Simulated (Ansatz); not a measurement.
Stepwise reaction of `[F][Ge][F]` with methanol, as a gas-phase model of exchange steps in deposition or etching. ΔE in kJ/mol; ΔG adds harmonic PBE0-D4 terms to CCSD(T)/CBS, at 1 bar.

Gas-phase electronic energies from Ansatz, PBE0-D4/def2-TZVP geometries. CBS: MP2 limit from def2 TZ/QZ plus the TZ coupled-cluster correction, frozen cores. This one scheme is used for every species. Functionals use def2-TZVPP. B3LYP here is the variant with VWN-RPA as its local correlation; programs differ in this. For Ge outer-core shells are correlated without core-valence functions, which leaves a few kJ/mol of doubt a bond. Scalar relativity is left out up to krypton. Each species was taken in one conformer, which may not be the lowest.

```tsv
step	reaction	PBE-D4	B3LYP-D4	ωB97M-V	CCSD(T)/CBS	ΔG(500 K)
1	`[F][Ge][F]` + CH₃OH → `C[O][Ge][F]` + H–F	21.9	22.7	25.8	16.6	21.1
2	`C[O][Ge][F]` + CH₃OH → `C[O][Ge][O]C` + H–F	36.2	38.1	40.6	30.3	33.7
```

Task: By hand: ΔE of the 2 steps together at CCSD(T)/CBS.

Result: (16.6) + (30.3) = 46.9 kJ/mol, or 23.5 kJ/mol a step.

In ΔE each step is higher than the one before. All are uphill at CCSD(T)/CBS. ΔG lies between 21.1 and 33.7 kJ/mol a step. PBE-D4 differs from CCSD(T)/CBS by 5.3 to 5.9 kJ/mol a step. Isolated molecules leave out the surface, adducts and barriers. Largest T1 diagnostic: 0.015.
